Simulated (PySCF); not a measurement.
**Computed spin Hamiltonian**

C5H3N2O (doublet state).
Structure used (GFN2-xTB), in Å, numbered top down from 1:
```xyz
11
C5H3N2O angstrom
N     -2.037    0.645    1.756
C     -1.776   -0.147    0.966
C     -1.398   -1.064   -0.033
C     -0.456   -0.751   -0.911
O      0.475    0.099   -1.116
C      1.069    0.875   -0.021
C      1.762    0.021    0.910
N      2.297   -0.694    1.623
H     -1.979   -1.970   -0.113
H      1.770    1.559   -0.506
H      0.279    1.429    0.499
```

The hyperfine couplings belong to this conformer and change with its torsions.

Identity: `N#C/C=[C]\OCC#N` [radical].

Method: PySCF 2.14.0, UKS B3LYP, pcH-1 on C H N O, non-relativistic, mean-field spin-orbit, GIAO. One conformer (not necessarily the lowest) at the GFN2-xTB geometry, without solvent, vibrations or thermal averaging. Couplings are sensitive to structure, and on GFN2-xTB geometries they can be far from those on DFT ones. The frame is twisted about the C3–C4 bond at this geometry (dihedral C2–C3–C4–O5 = 15°); couplings at other torsion angles weren't computed. Stability of the SCF solution: not tested.

* g1, g2, g3: 2.00137, 2.00215, 2.00328
* g_iso: 2.00227
* Form of g: rhombic: the two nearest values differ by 41 % of g3 − g1
* ⟨S²⟩: 0.7565 (exact 0.7500)
* Total energy: -376.92465 Eh

Hyperfine couplings atom by atom, in MHz; T1 to T3 are the principal values of the dipolar part; ρ(0) is the spin density at the nucleus:

| atom | isotope | a_iso | T1 | T2 | T3 | Mulliken spin population | ρ(0) (bohr⁻³) |
| --- | --- | --- | --- | --- | --- | --- | --- |
| N1 | 14N | 0.5 | -3.2 | -0.3 | 3.6 | 0.00 | 0.0015 |
| C2 | 13C | 79.5 | -4.9 | -2.2 | 7.1 | 0.04 | 0.0707 |
| C3 | 13C | 71.0 | -14.6 | -2.6 | 17.3 | -0.07 | 0.0632 |
| C4 | 13C | 452.9 | -76.2 | -58.5 | 134.7 | 0.90 | 0.4028 |
| O5 | 17O | -172.1 | -23.9 | 11.2 | 12.7 | 0.04 | 0.2839 |
| C6 | 13C | 53.2 | -8.6 | -8.2 | 16.9 | 0.08 | 0.0473 |
| C7 | 13C | -4.8 | -1.2 | -0.5 | 1.6 | -0.01 | -0.0043 |
| N8 | 14N | 0.4 | -0.7 | -0.6 | 1.4 | 0.02 | 0.0012 |
| H9 | 1H | 54.8 | -8.7 | -4.6 | 13.4 | 0.02 | 0.0123 |
| H10 | 1H | -4.5 | -5.0 | -2.0 | 7.0 | 0.00 | -0.0010 |
| H11 | 1H | 1.9 | -5.6 | -0.1 | 5.7 | 0.00 | 0.0004 |

The largest Mulliken spin populations are on C4 (+0.90), C6 (+0.08) and C3 (-0.07). C4 is the only atom above +0.15.

Axes: g1 points within 9° of the C4–O5 bond.

Under fast tumbling the dipolar parts average out, and these isotropic splittings remain: 1 × 1H (H9, I = 1/2, 2 lines) with 1.95 mT and 2 × 1H (H10/H11, I = 1/2, 3 lines) with 0.05 mT.

Class means assume fast exchange of nuclei equivalent by connectivity; if that motion is slow, each nucleus keeps its own coupling. The 1H value of -1.3 MHz is a mean of couplings from -4.5 to 1.9 MHz in this one geometry, not an average over conformers.

The 13C coupling of C4 (452.9 MHz) shows only in satellite lines or after enrichment, since that isotope makes up about 1.07 % of natural carbon.

The 17O coupling of O5 (-172.1 MHz) shows only in satellite lines or after enrichment, since that isotope makes up about 0.038 % of natural oxygen.
